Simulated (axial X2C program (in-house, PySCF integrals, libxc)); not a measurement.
## Spin–orbit effects down a group: molecules with Rb, PBE0

Calculated with an axial X2C code built on PySCF integrals, spin-free (one-electron X2C) or two-component (2c: spin–orbit coupling with atomic mean-field Coulomb and Gaunt terms, which also bring small scalar terms), in Dyall basis sets with cores contracted in-house; open shells are unrestricted.

Basis sets: Be dyall-cv3z, Ca dyall-cv3z, Rb dyall-cv3z, Sr dyall-cv3z.

```csv
molecule,spin-free state,Re (Å),ωe (cm⁻¹),De (eV),2c state,Re 2c (Å),ωe 2c (cm⁻¹),De 2c (eV)
RbBe,"M_S = 1/2, Λ = 0",3.537,152.0,0.28,Ω = 1/2,3.537,152.0,0.28
RbCa,"M_S = 1/2, Λ = 0",4.421,60.9,0.21,Ω = 1/2,4.421,60.9,0.21
RbSr,"M_S = 1/2, Λ = 0",4.632,44.9,0.19,Ω = 1/2,4.631,44.9,0.19
```

Task: Work out the shifts from the spin-free to the two-component result.

Result: 

| molecule | 2c state | ΔRe (Å) | Δωe (cm⁻¹) | ΔDe (eV) |
| --- | --- | --- | --- | --- |
| RbBe | Ω = 1/2 | 0.000 | 0.0 | 0.00 |
| RbCa | Ω = 1/2 | 0.000 | 0.0 | 0.00 |
| RbSr | Ω = 1/2 | -0.001 | 0.0 | 0.00 |

Shifts of one unit in the last digit are rounding.

Each entry is the lowest single determinant of a limited PBE0 search at one distance. De goes to single-determinant-based atoms at the same level (for ions the charge split of lowest energy) and is withheld (n/a) where an atom does not fit its ground term or J level. Main or longest-lived isotopes.
